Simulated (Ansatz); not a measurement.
Ansatz (a first-principles code) job for C₄H₂ClF, SMILES C#C/C=C(\F)Cl, PBE/def2-SVPD. Coordinates come from a B3LYP-D3(BJ)/def2-SVP optimisation. The structure was generated by enumeration; whether it is a known compound was not checked.

Ansatz 0.2 input:
```yaml
crystal:
  periodic: [false, false, false]
  atoms:
    - {symbol: C, position_ang: [-0.05429819, 3.16282667, 0.00000000]}
    - {symbol: C, position_ang: [-0.35694845, 1.98702264, -0.00000000]}
    - {symbol: C, position_ang: [-0.74541406, 0.62256094, 0.00000000]}
    - {symbol: C, position_ang: [0.13527117, -0.39329148, -0.00000000]}
    - {symbol: F, position_ang: [1.44285867, -0.20855702, -0.00000000]}
    - {symbol: Cl, position_ang: [-0.30998031, -2.05691652, 0.00000000]}
    - {symbol: H, position_ang: [0.22051541, 4.20062880, 0.00000001]}
    - {symbol: H, position_ang: [-1.80824093, 0.36925265, -0.00000000]}
basis:
  gaussian:
    orbitals: def2-SVPD
hamiltonian:
  xc: {name: PBE}
```

Output:

```
WARN ansatz: RAYON_NUM_THREADS=1 ignored (pool sized by the plan → 1); use --threads N
Functional definition: PBE
integrals: 0.08 GiB planned
1265 factors; their error is unknown
mean field: 0.52 GiB planned
mean field evaluation 1: about -19386.9072 eV, gradient 5.7e1 eV
mean field evaluation 2: about -19321.1468 eV, gradient 1.4e2 eV
mean field evaluation 4: about -19394.5145 eV, gradient 2.3e1 eV
mean field evaluation 8: about -19395.9376 eV, gradient 5.8e-1 eV
mean field evaluation 16: about -19395.8733 eV, gradient 5.2e-4 eV
mean field -19395.87330615 eV, -712.7851970060 hartree, gradient 6.8e-5 eV, S^2 0.000000; 0 other end points of the search recorded, 0 dependent functions left out
reference -19395.87335576 eV, -712.7851988290 hartree; 26, 26 occupied and 120, 120 virtual orbitals, 1265 factors
Total energy: -19395.87335576 eV, -712.7851988290 hartree
```

The calculation finished and met its thresholds.
